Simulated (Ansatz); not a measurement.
```yaml
crystal:
  periodic: [false, false, false]
  atoms:
    - {symbol: Cl, position_ang: [-1.913284, 0.019068, -0.958043]}
    - {symbol: C, position_ang: [-0.256450, -0.109239, -0.495270]}
    - {symbol: Te, position_ang: [0.029833, 0.431520, 1.557125]}
    - {symbol: H, position_ang: [0.072436, -1.102243, -0.630346]}
    - {symbol: H, position_ang: [0.304841, 0.571017, -1.131657]}
    - {symbol: H, position_ang: [1.694359, 0.176577, 1.504975]}
basis:
  gaussian: {orbitals: def2-SVP, fitting: {mean_field: def2-universal-jkfit}}
hamiltonian: {xc: {name: B3LYP5}}
output: {forces: true}
```

```sh
$ ansatz run in.yaml --threads 2 --pin off --events-out ev --progress --plain --max-ram 4352MiB
```

It prints (some lines left out):

```
Functional definition: B3LYP5
475 factors; integrals over basis functions are off by at most 3.8e-1 eV
mean field evaluation 1: about -20891.5327 eV, gradient 3.1e1 eV
mean field evaluation 2: about -20888.2845 eV, gradient 4.5e1 eV
mean field evaluation 4: about -20893.9568 eV, gradient 7.3e-1 eV
mean field evaluation 8: about -20893.9587 eV, gradient 6.0e-3 eV
mean field -20893.95866171 eV, -767.8388183842 hartree, gradient 8.6e-5 eV, S^2 0.000000; 0 other end points of the search recorded, 0 dependent functions left out
reference -20893.95887537 eV, -767.8388262359 hartree; 25, 25 occupied and 48, 48 virtual orbitals, 475 factors
Total energy: -20893.95887537 eV, -767.8388262359 hartree
Atom 0 at    -1.913284     0.019068    -0.958043 Å, force    -1.572649     0.044011    -0.305778 eV/Å
Atom 1 at    -0.256450    -0.109239    -0.495270 Å, force     0.666914     1.078814    -0.174184 eV/Å
Atom 2 at     0.029833     0.431520     1.557125 Å, force     0.174144     0.245434     0.897879 eV/Å
Atom 3 at     0.072436    -1.102243    -0.630346 Å, force     0.513271    -1.495592    -0.261223 eV/Å
Atom 4 at     0.304841     0.571017    -1.131657 Å, force     0.349354     0.123037    -0.114688 eV/Å
Atom 5 at     1.694359     0.176577     1.504975 Å, force    -0.131034     0.004297    -0.042007 eV/Å
Dipole moment:     0.281491    -0.066844    -0.087449 e Å
```

Hardware: 2 threads of an Arm Neoverse V1 on a shared host. Wall time 0.95 s, peak host memory 0.33 GiB.
